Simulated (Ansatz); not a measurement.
Relaxation of AlFH₅NO₂ (10 atoms, charge 0, multiplicity 1), to a largest force component of 0.03 eV/Å in at most 50 steps.

All numbers below come from RHF/6-31G* in Ansatz 0.2.0.

```xyz
10
Properties=species:S:1:pos:R:3
Al 0.071 -0.355 0.236
N -0.039 -0.111 2.087
H -0.835 -0.457 2.584
H 0.781 -0.243 2.645
O 1.621 -0.412 -0.429
H 1.797 -0.449 -1.356
O -1.292 -0.660 -0.712
H -2.198 -0.502 -0.500
F -0.292 2.472 0.685
H -0.242 2.054 1.505
```

**Question.** Where does it end, and by what steps?

**Answer.** The forces met the threshold. After 18 steps the energy has fallen by 2.596 eV; H10 moved furthest, 1.39 Å. Parted: F9–H10 (0.92 → 2.81 Å). Joined: Al1–F9 (2.89 → 1.66 Å), N2–H10 (2.25 → 1.00 Å).

```csv
step,energy less start (eV),largest force component (eV/Å),accepted
0,0.0000,1.557,yes
1,-0.1485,0.515,yes
2,-0.2415,0.741,yes
3,-0.3388,0.744,yes
4,-0.3188,1.030,no
5,-0.3756,0.485,yes
6,-0.4056,0.466,yes
7,-0.5281,1.665,yes
8,-1.0476,2.868,yes
9,-1.8860,3.451,yes
10,-2.3094,0.751,yes
11,-2.4930,0.772,yes
12,-2.5019,1.399,yes
13,-2.5469,0.978,yes
14,-2.5813,0.277,yes
15,-2.5945,0.063,yes
16,-2.5954,0.058,yes
17,-2.5959,0.076,yes
18,-2.5962,0.010,yes
```

```xyz
10
Properties=species:S:1:pos:R:3
Al -0.083 0.343 0.047
N 0.000 0.216 2.068
H -0.689 -0.430 2.412
H 0.913 -0.124 2.319
O 1.508 -0.239 -0.220
H 1.818 -0.539 -1.059
O -1.420 -0.655 -0.360
H -2.171 -0.308 -0.814
F -0.358 1.968 -0.158
H -0.145 1.105 2.512
```

Whether the end is a true minimum wasn't checked by a vibrational analysis.

Run time: 46 s on 1 thread of Arm Neoverse V1, with other jobs on the host, peak memory 0.16 GiB.
